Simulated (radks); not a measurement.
Valence configurations of Dy+ (all share [Xe]). All-electron calculation, scalar-relativistic Kohn-Sham, PBE, spin-polarised, spherical densities, finite nucleus; open shells are filled with parallel spins first (spin-orbit coupling, left out, can overturn this in heavy ions); Fermi nuclear charge, rms radius 5.2218 fm. Program: a radial shooting solver on a logarithmic mesh with Libxc functionals. Energies are relative to 4f10 6s1; eigenvalues in eV for spin up.

valence           E (eV)  moment (Bohr magnetons)    e(4f)   e(5d)   e(6p)    e(6s)
4f10 6s1           0.000                        5  -10.737       -       -   -9.226
4f9.5 6s1.5        0.398                        5  -14.918       -       -   -9.898
4f10 5d0.5 6s0.5   1.023                        5   -9.869  -6.676       -   -8.781
4f10.5 6s0.5       1.264                        4   -7.231       -       -   -8.308
4f10 5d1           2.103                        5   -9.078  -6.168       -        -
4f9 6s2            2.260                        5  -19.542       -       -  -10.539
4f9 5d1 6s1        2.348                        7  -17.140  -8.855       -  -10.062
4f10 6p1           3.499                        5  -12.072       -  -6.444        -
4f9 6s1.5 6p0.5    4.016                        6  -20.166       -  -7.086  -11.180
4f9 5d1 6p1        6.245                        7  -18.439  -9.797  -6.830        -

NIST lists [Xe] 4f10 6s1 as the ground configuration; this level of theory agrees among the configurations tried. The energies are those of spherical high-spin densities, not of single terms.
